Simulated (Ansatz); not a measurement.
Calculation: frozen-core CCSD(T)/cc-pVTZ // B3LYP-D3(BJ)/def2-TZVP run with Ansatz (an electronic-structure program).

Ansatz 0.2 input:
```yaml
crystal:
  periodic: [false, false, false]
  atoms:
    - { symbol: N, position_ang: [1.764545, -0.263584, -0.009172] }
    - { symbol: C, position_ang: [0.663655, 0.084082, -0.000609] }
    - { symbol: S, position_ang: [-0.914395, 0.695431, 0.013544] }
    - { symbol: H, position_ang: [-1.509846, -0.51216, -0.004215] }
basis:
  gaussian: { orbitals: cc-pVTZ }
correlation:
  method: ccsd_t
```

Output:

```
Functional definition: HF
632 factors; integrals over basis functions are off by at most 1.1e-3 eV
mean field evaluation 1: about -13342.5770 eV, gradient 3.5e1 eV
mean field evaluation 2: about -13342.5832 eV, gradient 3.5e1 eV
mean field evaluation 4: about -13345.9036 eV, gradient 3.7e0 eV
mean field evaluation 8: about -13345.9890 eV, gradient 4.5e-1 eV
mean field evaluation 16: about -13345.8954 eV, gradient 3.7e0 eV
mean field -13345.99049594 eV, -490.4561044884 hartree, gradient 5.1e-6 eV, S^2 0.000000; 0 other end points of the search recorded, 0 dependent functions left out
7 core orbitals not correlated
reference -13345.99049594 eV, -490.4561044884 hartree; 8, 8 occupied and 93, 93 virtual orbitals, 632 factors
second order -13.97051827 eV of doubles, -0.00000000 eV of singles
cycle   1  -13.83159300 eV  change    1.4e-1 eV  update   1.0e-1
cycle   2  -14.29567396 eV  change   -4.6e-1 eV  update   3.1e-2
cycle   3  -14.39027431 eV  change   -9.5e-2 eV  update   1.4e-2
cycle   4  -14.38734896 eV  change    2.9e-3 eV  update   3.8e-3
cycle   5  -14.39027036 eV  change   -2.9e-3 eV  update   1.8e-3
cycle   6  -14.39065077 eV  change   -3.8e-4 eV  update   4.2e-4
cycle   7  -14.39059278 eV  change    5.8e-5 eV  update   1.8e-4
cycle   8  -14.39062736 eV  change   -3.5e-5 eV  update   5.7e-5
cycle   9  -14.39061111 eV  change    1.6e-5 eV  update   2.4e-5
cycle  10  -14.39059106 eV  change    2.0e-5 eV  update   7.3e-6
cycle  11  -14.39059045 eV  change    6.1e-7 eV  update   2.3e-6
perturbative correction -0.76033745 eV, -0.0279418859 hartree
Total energy: -13361.14142384 eV, -491.0128908191 hartree
```

Cost: very roughly 6 core-seconds.
